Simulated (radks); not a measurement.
Cr2+, configuration [Ar] 3d4. Calculated with a radial shooting solver on a logarithmic mesh with Libxc functionals: Dirac Kohn-Sham, PBEsol, spin-unpolarised, spherical densities, point nucleus; open shells fill j = l - 1/2 first.

Unscreened Slater integrals over Kohn-Sham orbitals (eV). Large and small components are both included. Empty in this configuration: 3d5/2.

\begin{tabular}{lr}
integral & value \\ \hline
F0(3d3/2,3d3/2) & 20.650 \\
F2(3d3/2,3d3/2) & 9.4394 \\
F0(3d3/2,3p3/2) & 22.804 \\
F2(3d3/2,3p3/2) & 10.667 \\
G1(3d3/2,3p3/2) & 13.274 \\
G3(3d3/2,3p3/2) & 7.9837 \\
F0(3d3/2,3p1/2) & 22.894 \\
G1(3d3/2,3p1/2) & 13.323 \\
F0(3d3/2,3s1/2) & 23.428 \\
G2(3d3/2,3s1/2) & 10.036 \\
F0(3d3/2,3d5/2) & 20.615 \\
F2(3d3/2,3d5/2) & 9.4237 \\
G2(3d3/2,3d5/2) & 9.4184 \\
G4(3d3/2,3d5/2) & 5.8372 \\
F0(3p3/2,3p3/2) & 25.630 \\
F2(3p3/2,3p3/2) & 12.817 \\
F0(3p3/2,3p1/2) & 25.747 \\
G2(3p3/2,3p1/2) & 12.867 \\
F0(3p3/2,3s1/2) & 26.416 \\
G1(3p3/2,3s1/2) & 17.507 \\
F0(3p3/2,3d5/2) & 22.760 \\
F2(3p3/2,3d5/2) & 10.644 \\
G1(3p3/2,3d5/2) & 13.249 \\
G3(3p3/2,3d5/2) & 7.9678 \\
F0(3p1/2,3p1/2) & 25.865 \\
F0(3p1/2,3s1/2) & 26.542 \\
G1(3p1/2,3s1/2) & 17.588 \\
F0(3p1/2,3d5/2) & 22.850 \\
G3(3p1/2,3d5/2) & 7.9873 \\
F0(3s1/2,3s1/2) & 27.285 \\
F0(3s1/2,3d5/2) & 23.381 \\
G2(3s1/2,3d5/2) & 10.011 \\
F0(3d5/2,3d5/2) & 20.580 \\
F2(3d5/2,3d5/2) & 9.4082 \\
F4(3d5/2,3d5/2) & 5.8307 \\
\end{tabular}
